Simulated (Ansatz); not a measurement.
Ansatz (a first-principles code) input (r2SCAN/def2-TZVP):

Ansatz 0.2 input:
```yaml
crystal:
  periodic: [false, false, false]
  atoms:
    - {symbol: C, position_ang: [-0.57953066, -0.00171288, -0.00616437]}
    - {symbol: C, position_ang: [0.67202206, 0.00198625, 0.00714819]}
    - {symbol: H, position_ang: [1.75324261, 0.00518195, 0.01864896]}
    - {symbol: H, position_ang: [-1.15674222, 0.93590400, -0.02445489]}
    - {symbol: H, position_ang: [-1.15144876, -0.94272618, -0.00009696]}
basis:
  gaussian:
    orbitals: def2-TZVP
hamiltonian:
  xc: {name: r2SCAN}
total_charge: 1
relax: {f_tol: 0.003, max_steps: 100}
```

End of the output:

```
492 factors; their error is unknown
mean field: 0.15 GiB planned
mean field -2110.48250395 eV, -77.5588014837 hartree, gradient 1.7e-5 eV, S^2 0.000000; 0 other end points of the search recorded, 0 dependent functions left out
the calculation of the forces begins
reference -2110.48251202 eV, -77.5588017802 hartree; 7, 7 occupied and 73, 73 virtual orbitals, 492 factors
relax step   3: F+E_penalty+E_count = -2110.48250395 eV  Δ(F+E_penalty+E_count) = -3.351e-5 eV  max|allowed force component| = 5.807e-3 eV/Å  Δτ_max = 0.0011 Å  (32 SCF iters, accepted)
these checks for a lower state are left out or cut short: starts, cluster_reference, orbital_swaps, neighbouring_geometries, increment
integrals: 0.01 GiB planned
492 factors; their error is unknown
mean field: 0.15 GiB planned
mean field evaluation 32: about -2110.5031 eV, gradient 4.9e-1 eV
mean field -2110.48250879 eV, -77.5588016615 hartree, gradient 1.7e-5 eV, S^2 0.000000; 0 other end points of the search recorded, 0 dependent functions left out
the calculation of the forces begins
reference -2110.48251685 eV, -77.5588019580 hartree; 7, 7 occupied and 73, 73 virtual orbitals, 492 factors
relax step   4: F+E_penalty+E_count = -2110.48250879 eV  Δ(F+E_penalty+E_count) = -4.838e-6 eV  max|allowed force component| = 4.368e-3 eV/Å  Δτ_max = 0.0008 Å  (31 SCF iters, accepted)
these checks for a lower state are left out or cut short: starts, cluster_reference, orbital_swaps, neighbouring_geometries, increment
integrals: 0.01 GiB planned
492 factors; their error is unknown
mean field: 0.15 GiB planned
mean field -2110.48250854 eV, -77.5588016525 hartree, gradient 1.7e-5 eV, S^2 0.000000; 0 other end points of the search recorded, 0 dependent functions left out
the calculation of the forces begins
reference -2110.48251661 eV, -77.5588019490 hartree; 7, 7 occupied and 73, 73 virtual orbitals, 492 factors
relax step   5: F+E_penalty+E_count = -2110.48250854 eV  Δ(F+E_penalty+E_count) = +2.429e-7 eV  max|allowed force component| = 6.977e-3 eV/Å  Δτ_max = 0.0002 Å  (32 SCF iters, rejected (line search))
these checks for a lower state are left out or cut short: starts, cluster_reference, orbital_swaps, neighbouring_geometries, increment
integrals: 0.01 GiB planned
492 factors; their error is unknown
mean field: 0.15 GiB planned
mean field -2110.48250902 eV, -77.5588016701 hartree, gradient 1.7e-5 eV, S^2 0.000000; 0 other end points of the search recorded, 0 dependent functions left out
the calculation of the forces begins
reference -2110.48251709 eV, -77.5588019666 hartree; 7, 7 occupied and 73, 73 virtual orbitals, 492 factors
relax step   6: F+E_penalty+E_count = -2110.48250902 eV  Δ(F+E_penalty+E_count) = -2.357e-7 eV  max|allowed force component| = 5.062e-6 eV/Å  Δτ_max = 0.0001 Å  (31 SCF iters, accepted)
integrals: 0.01 GiB planned
492 factors; their error is unknown
mean field: 0.15 GiB planned
mean field evaluation 64: about -2098.7136 eV, gradient 6.6e1 eV
mean field -2110.48250902 eV, -77.5588016701 hartree, gradient 1.7e-5 eV, S^2 0.000000; 1 other end points of the search recorded, 0 dependent functions left out
the calculation of the forces begins
reference -2110.48251709 eV, -77.5588019666 hartree; 7, 7 occupied and 73, 73 virtual orbitals, 492 factors
Total energy: -2110.48251709 eV, -77.5588019666 hartree
Atom 0 at    -0.577878    -0.001708    -0.006147 Å, force    -0.000002    -0.000000    -0.000000 eV/Å
Atom 1 at     0.672952     0.001989     0.007158 Å, force     0.000000     0.000000     0.000000 eV/Å
Atom 2 at     1.755054     0.005187     0.018668 Å, force     0.000005     0.000000     0.000000 eV/Å
Atom 3 at    -1.158938     0.935106    -0.024468 Å, force    -0.000002     0.000002    -0.000000 eV/Å
Atom 4 at    -1.153649    -0.941941    -0.000131 Å, force    -0.000002    -0.000002     0.000000 eV/Å
Dipole moment:     0.103338     0.000305     0.001099 e Å
```

It need not be the lowest isomer of its formula.
